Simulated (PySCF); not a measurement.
Si(H)2(Br)(OEt) (C2H7BrOSi), SMILES CCO[SiH2]Br.

Geometry: PBE0-D3(BJ)/def2-SVP. The values are those of a single conformer.

Two levels are set side by side: PBE/def2-TZVP (PySCF) and HF/def2-TZVP (PySCF). Same geometry, gas phase. Differences are taken from unrounded values.

| quantity | HF |
|---|---|
| orbital gap (eV) | 14.72 |
| highest occupied level (eV) | -11.32 |
| lowest empty level (eV) | 3.40 |
| dipole moment (D) | 1.70 |
| mean polarisability (bohr³) | 67.3 |

**Question.** What does PBE give, and how far is it from HF? (The exact figures need the calculation; the answer reports its results.)

**Answer.** 
```tsv
quantity	PBE	PBE minus HF
orbital gap (eV)	6.33	-8.39
highest occupied level (eV)	-6.95	4.36
lowest empty level (eV)	-0.63	-4.02
dipole moment (D)	1.55	-0.15
mean polarisability (bohr³)	75.6	8.4
```

Without exact exchange PBE keeps part of each electron's self-repulsion, which lifts occupied levels and narrows the gap. Loosely held outer electrons make PBE densities more polarisable. Differences between two approximate levels are no errors against the true value.

Rough cost on one machine, each run with all the roots and properties that it gave: HF against PBE about 1/3.
